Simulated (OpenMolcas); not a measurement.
Ir7+: effect of the basis set

| Property | Result |
| --- | --- |
| Program | OpenMolcas |
| Method | SS-RASPT2, IPEA 0.25 Eh, imaginary shift 0.1 Eh (closed shells correlated: 5s) |
| Active space | 8 electrons in 8 orbitals (RAS1 5p, at most 2 holes; RAS2 5d) |
| State averaging | 2S+1 = 3 even, 10 roots; 2S+1 = 1 even, 15 roots |
| Spin-orbit coupling | RASSI with atomic mean-field integrals over the reference wave functions, term energies averaged over their components |

A. ANO-R2 [8s6p5d3f1g], X2C, finite nucleus; CASPT2 step about 13 core-seconds
B. ANO-RCC-VTZP [8s7p5d3f1g], DKH2, point nucleus; CASPT2 step about 12 core-seconds
C. ANO-RCC-VQZP [9s8p6d4f2g1h], DKH2, point nucleus; CASPT2 step of the order of 40 core-seconds

Energies in cm-1 above 5d2 3F2, the measured ground level; measured values from van het Hof, Joshi, Wyart and Sugar, J. Res. Natl. Inst. Stand. Technol. 100, 687 (1995).

```json
{"Level": "5d2 3F2", "A": "0.0", "B": "0.0", "C": "0.0", "Measured": "0.0"}
{"Level": "5d2 3F3", "A": "13230", "B": "13590", "C": "12870", "Measured": "12672"}
{"Level": "5d2 3P0", "A": "17940", "B": "17910", "C": "17970", "Measured": "17254"}
{"Level": "5d2 3F4", "A": "22500", "B": "22950", "C": "21970", "Measured": "21615"}
{"Level": "5d2 3P1", "A": "26380", "B": "26650", "C": "26110", "Measured": "25221"}
{"Level": "5d2 1G4", "A": "37680", "B": "38190", "C": "36990", "Measured": "36253"}
{"Level": "5d2 3P2 [56 %]", "A": "40330", "B": "40950", "C": "39620", "Measured": "38878"}
{"Level": "5d2 1S0", "A": "66540", "B": "66980", "C": "66130", "Measured": "65022"}
```

Deviations, from unrounded energies. A percentage is the sum of absolute deviations over the sum of measured energies, with the sign that they share, or ± where signs differ.

| Against measurement | Levels | A | B | C |
| --- | --- | --- | --- | --- |
| mean absolute deviation (cm-1) | 7 | 1100 | 1500 | 680 |
| fine structure of the ground term (%) | 2 | +4.2 | +6.6 | +1.6 |
| other terms of the ground configuration (%) | 5 | +3.4 | +4.4 | +2.3 |

C lies closest to measurement on these levels and B furthest from it. The largest miss of C in the table is 5d2 1S0, by +1100 cm-1. The ranking rests on the paired levels alone, and a cruder setting can come out closer through cancelling errors.

Among A to C the level of the table that moves most is 5d2 3P2 [56 %], by 1300 cm-1 (lowest in C, highest in B). Moves below CASPT2's spread within the term are not significant.

CASPT2 breaks the degeneracy within a term, and the mean is taken; among the terms shown or strongly mixed into the levels shown the widest spread is 380 cm-1 (5d2 1G, C). Active for correlation alone: 5p; no level in the range computed is led by a configuration that opens it, so any true level of that kind is missing. Computed and measured levels are paired by configuration, term and J; levels that our copy of the source lacks, or whose pairing is in doubt (as where it misses far off the trend of its configuration), stay unpaired and out of the deviations. Only configurations of the active space appear. Levels that lie high or do not pair safely by name in every column are left out.

A share in square brackets marks a mixed level and gives the weight of the term that names it, the lowest over the columns.
